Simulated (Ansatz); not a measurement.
Species: [Zr(F)3(OH)] (charge 0, multiplicity 1), formula HF3OZr.

Q: How many basis functions does frozen-core CCSD(T)/def2-TZVPP // r2SCAN-D4/def2-SVP (Ansatz, a program for electronic structure) use, how many core orbitals are frozen, and how many electrons are correlated?

A: 194 basis functions and 4 frozen orbitals, which leaves 40 correlated electrons. Core time is of the order of minutes.
